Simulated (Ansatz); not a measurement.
Input file for Ansatz (a quantum-chemistry and plane-wave program): U-r2SCAN/def2-TZVPP on C (SMILES [C]).

Ansatz 0.2 input:
```yaml
crystal:
  periodic: [false, false, false]
  atoms:
    - {symbol: C, position_ang: [0.00000000, 0.00000000, 0.00000000]}
basis:
  gaussian:
    orbitals: def2-TZVPP
hamiltonian:
  xc: {name: r2SCAN}
magnetization: {spin_polarized: true, initial_magnetization: 2}
```

It printed:

```
WARN ansatz: RAYON_NUM_THREADS=4 ignored (pool sized by the plan → 4); use --threads N
Functional definition: r2SCAN
integrals: 0.00 GiB planned
180 factors; their error is unknown
mean field: 0.08 GiB planned
mean field evaluation 1: about -1029.3131 eV, gradient 5.9e0 eV
mean field evaluation 2: about -1029.4558 eV, gradient 2.5e0 eV
mean field evaluation 4: about -1029.4899 eV, gradient 1.9e-2 eV
mean field evaluation 8: about -1029.4862 eV, gradient 7.0e-4 eV
mean field evaluation 16: about -1029.4862 eV, gradient 3.3e-5 eV
mean field -1029.48622174 eV, -37.8329208382 hartree, gradient 4.8e-5 eV, S^2 2.006269; 1 other end points of the search recorded, 0 dependent functions left out
reference -1029.48623029 eV, -37.8329211522 hartree; 4, 2 occupied and 27, 29 virtual orbitals, 180 factors
Total energy: -1029.48623029 eV, -37.8329211522 hartree
```

The run converged.

Cost: around 1.0 core-seconds (rough).
